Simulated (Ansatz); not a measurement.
Z-matrix (Å, degrees):
```
N
H 1 1.0237
Si 1 1.8149 2 114.30
H 3 1.4711 1 105.85 2 179.12
H 3 1.4824 4 115.75 1 112.96
H 3 1.4831 4 115.60 5 134.54
Si 1 1.8150 2 114.30 3 -179.71
H 7 1.4711 1 105.85 2 -179.12
H 7 1.4824 8 115.75 1 -112.96
H 7 1.4831 8 115.60 9 -134.54
```
Charge +1, spin multiplicity 2.

Computed with frozen-core CCSD(T)/cc-pVTZ // PBE0-D4/def2-TZVP in Ansatz (a program for electronic structure).

| Property | Result |
|---|---|
| HF energy | -636.18939 Ha |
| MP2 correlation energy | -0.41593 Ha |

Estimate the CCSD correlation energy, the (T) correction, the total energy and the T1 diagnostic.


CCSD correlation energy: -0.47679 Ha
(T) correction: -0.01474 Ha
CCSD(T) total energy: -636.68092 Ha
T1 diagnostic: 0.022
